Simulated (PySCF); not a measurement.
# Dipole moment and polarisability of `[SiH3]C[C@@H]1C=C[C@@H]2C[C@@H]21`

C7H12Si.
Structure used (PBE0-D3(BJ)/def2-SVP), in Å, numbered top down from 1:
```xyz
20
C7H12Si angstrom
Si     2.400   -0.221    0.951
C      1.063    1.046    0.541
C      0.224    0.703   -0.697
C     -0.891    1.688   -0.974
C     -2.073    1.087   -1.154
C     -1.967   -0.386   -0.962
C     -1.569   -0.814    0.428
C     -0.516   -0.633   -0.624
H      3.264   -0.463   -0.248
H      1.805   -1.527    1.367
H      3.264    0.279    2.065
H      0.408    1.152    1.423
H      1.551    2.026    0.406
H      0.906    0.680   -1.569
H     -0.722    2.768   -0.994
H     -3.014    1.597   -1.375
H     -2.549   -1.070   -1.586
H     -1.661   -0.075    1.229
H     -1.791   -1.842    0.728
H     -0.007   -1.528   -0.990
```

Level: wB97X-D/def2-SVPD (PySCF), static field, nuclei fixed, core orbitals frozen in the response. The polarisability tensor in these axes (au):

```
x   118.77   1.28  10.92
y     1.28  99.54  -4.54
z    10.92  -4.54  91.80
```

Question: Give the principal values, the mean and the anisotropy Δα = √{½[(α1 − α2)² + (α2 − α3)² + (α1 − α3)²]}.

Answer: Principal values 86.26, 101.20 and 122.64 au; mean 103.37 au = 15.32 Å³ = 17.04 × 10⁻⁴⁰ C²·m²/J; Δα = 31.67 au (31 % of the mean).

Question: What is the dipole moment, and where does it point?

Answer: (-0.56, 0.21, -0.20) D, 0.63 D in size, pointing from the negative to the positive side. Measured along this direction, the outermost atoms are H11 at the negative end and H16 at the positive end.

Question: Estimate the molar refractivity from the static electronic polarisability.

Answer: Lorentz–Lorenz: R = (4π/3)N_A α = 2.5225 cm³/(mol·Å³) × 15.32 Å³ = 38.6 cm³/mol, in the limit of long wavelengths.

Question: In a dilute gas of rigid molecules at 298 K, how does the orientational term μ²/3kT compare with the electronic polarisability?

Answer: In Gaussian units μ²/3kT = 3.20 Å³ against 15.32 Å³, a ratio of 0.21; the Debye molar polarisation (4π/3)N_A(α + μ²/3kT) is 46.7 cm³/mol, leaving out the vibrational part.

Question: Give the eigenvalues of the traceless quadrupole moment Θ = ½Σq(3rr − r²1), origin at the centre of nuclear charge.

Answer: -3.80, -1.01, 4.81 D·Å. The values depend on the origin, since the dipole doesn't vanish. The electronic extent ⟨r²⟩ about the same centre is 1311 bohr², a root-mean-square distance of 2.32 Å for the 68 electrons.

Geometry: PBE0-D3(BJ)/def2-SVP, one conformer, isolated molecule.
